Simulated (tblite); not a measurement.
Run record: tight-binding relaxation, `[C@]([AsH2])([SiH3])(C)C=O`.

Computed with GFN2-xTB geometry optimisation, gas phase (tblite 0.8.0). Start geometry: from a force field or distance geometry. The command runs a driver script over a list of jobs; the input below is this job's line of settings and its coordinates in Å.

Command:
```bash
OMP_NUM_THREADS=1 python probes_run.py task.json out
```

Input:
```
{"job": {"kind": "relax", "xc": "GFN2-xTB", "basis": "xTB"}, "charge": 0, "multiplicity": 1}
C     -0.382300    -1.465100    -0.472200
C     -0.127300    -0.021000    -0.022900
Si     1.622800     0.492100    -0.510100
As    -1.402800     1.191900    -0.932300
C     -0.273400     0.084800     1.490800
O      0.403600    -0.598300     2.230000
H      0.337000    -2.163800    -0.016500
H     -1.410200    -1.768400    -0.173000
H     -0.302000    -1.542100    -1.575500
H      1.745800     0.409100    -1.970700
H      1.851000     1.878200    -0.081400
H      2.594100    -0.397300     0.122200
H     -2.611100     0.727700    -0.025600
H     -1.053500     2.397300    -0.000800
H     -0.996000     0.782800     1.915900
```

Output:
```
step      E/eV     max force
  0    -520.56594    1.928
  1    -520.63293    1.307
  2    -520.66452    0.871
  3    -520.68169    0.415
  4    -520.69595    0.299
  5    -520.70148    0.293
  6    -520.71005    0.208
  7    -520.71311    0.139
  8    -520.71559    0.139
  9    -520.71727    0.145
... (76 lines left out)
 86    -520.90384    0.020
 87    -520.90389    0.018
 88    -520.90393    0.014
 89    -520.90396    0.012
 90    -520.90399    0.012
 91    -520.90402    0.013
 92    -520.90406    0.019
 93    -520.90410    0.019
 94    -520.90414    0.014
 95    -520.90415    0.009
```

«max force» is the largest atomic force in eV/Å.

Problem. From which step on does the largest force stay under 0.1 eV/Å, and how much energy is left to gain from there?

Solution. From step 50 (0.065 eV/Å), 8.9 meV above the end.

Main results: energy lowered by 7.8 kcal/mol over 95 steps; largest atomic force 0.009 eV/Å at the end.

On Arm Neoverse V2, one thread, shared host, this took 0.5 s.
Labels such as C1 count atoms from 1, the log's own numbers from 0.
